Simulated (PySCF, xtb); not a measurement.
Potential energy curve for AuH, singlet.

- UKS-BLYP = unrestricted BLYP/def2-SVP, def2 effective core potentials past Kr in PySCF
- NEVPT2 = SC-NEVPT2 on CASSCF(2,2)/def2-SVP, all electrons correlated, def2 effective core potentials past Kr run with PySCF 2.14.0
- RKS-M06-2X = PySCF with restricted M06-2X/def2-SVP, def2 effective core potentials past Kr
- GFN1-xTB (xtb)

Energies are in mEh, each relative to the lowest point of its own curve near equilibrium.

| R / Å | UKS-BLYP | NEVPT2 | RKS-M06-2X | GFN1-xTB |
|---|---|---|---|---|
| 1.22 | 68.1 | 58.4 | 63.2 | 73.4 |
| 1.30 | 33.5 | 26.2 | 30.0 | 28.9 |
| 1.37 | … | 10.2 | 13.0 | 10.1 |
| 1.46 | 3.3 | 1.1 | 2.4 | 0.9 |
| 1.51 | … | 0.0 | 0.3 | 0.0 |
| 1.54 | 0.0 | … | 0.0 | … |
| 1.59 | 0.3 | 2.2 | 0.8 | 2.1 |
| 1.65 | 2.5 | 6.1 | 3.5 | 5.3 |
| 1.68 | 4.2 | 8.5 | 5.3 | 7.3 |
| 1.81 | 14.3 | 21.4 | 16.0 | 17.6 |
| 1.90 | 22.8 | 31.2 | 24.8 | 25.5 |
| 2.06 | 39.1 | 48.4 | 41.5 | 40.0 |
| 2.33 | 65.3 | 72.7 | 68.8 | 63.4 |
| 2.53 | 81.8 | 85.7 | 86.9 | 79.5 |
| 2.78 | 96.0 | 96.4 | 106.7 | 97.5 |
| 3.10 | 106.1 | 103.9 | 127.6 | 115.7 |
| 3.42 | 110.7 | 107.4 | 144.2 | … |
| 3.76 | 112.9 | 109.0 | 158.0 | — |
| 4.16 | 113.9 | 109.7 | … | — |
| 4.63 | 114.3 | 110.0 | 180.0 | — |
| 5.33 | 114.5 | 110.1 | 189.6 | — |
| 6.15 | 114.5 | 110.1 | 196.0 | — |

### Question
Fill in the missing entries.

### Answer

- 1.37, UKS-BLYP: 15.3
- 1.51, UKS-BLYP: 0.6
- 1.54, NEVPT2: 0.3
- 1.54, GFN1-xTB: 0.4
- 3.42, GFN1-xTB: 128.0
- 4.16, RKS-M06-2X: 170.1

Dashes: no converged value, or the column stops at the first point that the program doubted or that broke a chosen test of continuity, which isn't proof of a fault.

The unrestricted determinant behind UKS-BLYP is spin-contaminated at 2.53 to 6.15 Å (<S²> up to 1.0, against 0.00 for a pure singlet). The restricted form behind RKS-M06-2X keeps the bonding electrons paired and can't separate into open-shell fragments.
